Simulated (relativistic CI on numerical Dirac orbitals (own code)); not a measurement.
# How well does a small relativistic CI reproduce Re I?

Computed by Dirac-Coulomb-Breit CI, separate exchange-only KLI orbitals for each configuration, model QED (radiative potential, 1s self-energy scaled to tabulated hydrogen-like ionisation energies), valence Slater integrals scaled by 0.85, P86 correlation energy added to each configuration (own radial code, finite nucleus).

CI space (outside the closed core [Xe] 4f14): 5d5 6s2, 5d6 6s, 5d5 6s 6p, 5d6 6p, 5d5 6s 6d, 5d7, 5d4 6s2 6p, 5d4 6s2 5f, 5d6 5f, 5d5 6s 7s, 5d6 7s. Double excitations out of closed p, d and f shells are left out; levels of such configurations are missing from the list, as are those of other unlisted configurations, and high levels can miss mixing partners.

| Configuration | Term (tabulated) | J | Measured (cm⁻¹) | Computed | Error | Purity (%) |
| --- | --- | --- | --- | --- | --- | --- |
| 5d5 6s2 | 6S | 5/2 | 0.0 | 0 | 0 | 88 |
| 5d6 6s | 6D | 9/2 | 11754.5 | 7563 | -4191 | 93 |
| 5d6 6s | 6D † | 7/2 | 14216.9 | 9680 | -4537 | 95 |
| 5d6 6s | 6D † | 5/2 | 15770.4 | 10115 | -5656 | 62 |
| 5d5 6s2 | 4G | 11/2 | 16307.1 | 16032 | -275 | 76 |
| 5d6 6s | 6D | 3/2 | 16327.5 | 11004 | -5323 | 74 |
| 5d5 6s2 | 4G | 9/2 | 16619.3 | 16311 | -308 | 79 |
| 5d6 6s | 6D | 1/2 | 17238.3 | 11568 | -5670 | 79 |
| 5d5 6s 6p | 8P° | 5/2 | 18950.1 | 9074 | -9876 | 93 |
| 5d5 6s 6p | 8P° | 7/2 | 20447.8 | 10732 | -9716 | 90 |
| 5d5 6s 6p | 8P° | 9/2 | 23631.8 | 13372 | -10259 | 95 |
| 5d5 6s 6d | e 8D | 11/2 | 50464.3 | 40086 | -10378 | 95 |

Measured levels from NIST Handbook of Basic Atomic Spectroscopic Data (Sansonetti and Martin, J. Phys. Chem. Ref. Data 34, 1559 (2005)); pairs were made by configuration, J and term (by order where the table uses no LS term), so strongly mixed levels may be paired wrongly.

Mean error by configuration (cm⁻¹): 5d6 6s -5062; 5d5 6s2 -292; 5d5 6s 6p -9950; 5d5 6s 6d -10378. Over the excited levels the mean absolute error is 6222 cm⁻¹ (11 of the 15 excited levels that our extract of the source holds in range could be paired, and the others can miss by more), and the median relative error of those above 1,000 cm⁻¹ is 33 %. Some levels of the ground configuration have no partner. † marks terms whose computed intervals miss the measured ones by more than a factor of 2.5, or configurations far off the rest, from wrong mixing, a near crossing or a doubtful label or measurement; they are left out of the means.
